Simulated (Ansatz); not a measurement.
Molecule: [(E)-pent-2-en-3-yl]silane, C₅H₁₂Si (charge 0, singlet). SMILES: C/C=C(/[SiH3])CC
Geometry from a B3LYP-D3(BJ)/def2-TZVP (Ansatz, a first-principles code) optimisation:
```
C
C 1 1.3389
H 2 1.0875 1 118.25
C 2 1.4977 3 114.30 1 179.61
H 4 1.0884 2 113.05 3 178.28
H 4 1.0938 5 108.29 2 122.92
H 4 1.0942 5 107.89 6 114.87
C 1 1.5147 2 123.35 3 178.70
H 8 1.0923 1 110.58 2 33.30
H 8 1.0942 9 105.82 5 -162.84
C 8 1.5332 9 109.46 10 -117.20
H 11 1.0913 8 110.69 9 -61.30
H 11 1.0914 12 107.59 8 121.48
H 11 1.0917 12 108.27 13 116.54
Si 1 1.8650 2 119.30 3 -0.03
H 15 1.4822 1 110.20 2 2.27
H 15 1.4857 16 109.26 3 119.73
H 15 1.4857 16 109.03 17 116.24
```

Quantity: atomisation energy (electronic, to ground-state atoms); the coupled-cluster value holds the core correlation from cc-pwCVTZ, in eV. Correlated levels leave the core frozen unless marked. Open shells are spin-unrestricted. Spin-orbit coupling is left out. No relativistic terms. Basis-set limits of correlation are two-point, X^-3; Hartree-Fock from the larger set.

Level to compare with: CCSD(T)/CBS(cc-pV(T+d)Z,cc-pV(Q+d)Z) plus the core term (Ansatz), 72.19 eV. It is a level with limits of its own, and the differences hold the functionals' basis error too.

Problem. Rank these functionals by how close they come to CCSD(T)/CBS(cc-pV(T+d)Z,cc-pV(Q+d)Z), closest first: CAM-B3LYP/def2-TZVPD (Ansatz); B3LYP/def2-TZVPD (Ansatz); HSE06/def2-TZVPD (Ansatz); SVWN5/def2-TZVPD (Ansatz).

Solution. HSE06/def2-TZVPD (screened hybrid, 71.98 eV, difference -0.21), CAM-B3LYP/def2-TZVPD (range-separated hybrid, 71.89 eV, difference -0.30), B3LYP/def2-TZVPD (global hybrid, 71.38 eV, difference -0.81), SVWN5/def2-TZVPD (LDA, 81.03 eV, difference 8.84)…
